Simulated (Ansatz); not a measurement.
Molecule: C$_{3}$H$_{7}$N (charge 0, singlet). SMILES: C1(N)CC1
Geometry from a B3LYP-D3(BJ)/def2-TZVP (Ansatz, a quantum-chemistry and plane-wave program) optimisation:
```xyz
11

C     -0.8497    -0.8470     0.0764
C     -1.0015     0.6153    -0.2526
C      0.2265     0.1266     0.4582
N      1.4480     0.0820    -0.3035
H     -0.6250    -1.5170    -0.7419
H     -1.4652    -1.2665     0.8604
H     -1.7210     1.1983     0.3059
H     -0.8762     0.9048    -1.2868
H      0.2917     0.3716     1.5171
H      1.9213     0.9779    -0.2898
H      2.0862    -0.6120     0.0679
```
Charge 0, spin multiplicity 1.

CCSD(T) with Ansatz in growing basis sets, 24 correlated electrons. Cores are frozen in the correlated levels unless marked. UHF or UKS for open shells. Spin-orbit coupling is left out. No relativistic terms. Costs are ratios of core time to the smallest set, on shared machines of one kind, and rough; they hold the program's checks for lower states.

```json
[
 {"basis": "cc-pVDZ", "functions": "91", "cost over smallest": "1×", "E(corr) (Eh)": "-0.6539", "electronic atomisation energy (kcal/mol)": "940.2"},
 {"basis": "cc-pVTZ", "functions": "218", "cost over smallest": "10×", "E(corr) (Eh)": "-0.7902", "electronic atomisation energy (kcal/mol)": "993.8"}
]
```

Formally CCSD grows as o²v⁴ and (T) as o³v⁴; with o = 12 and v going from 75 to 202 both grow 53-fold in the last step, while integrals and the mean field grow more slowly. That step adds 136.3 mEh of correlation energy and 53.7 kcal/mol to the atomisation energy.
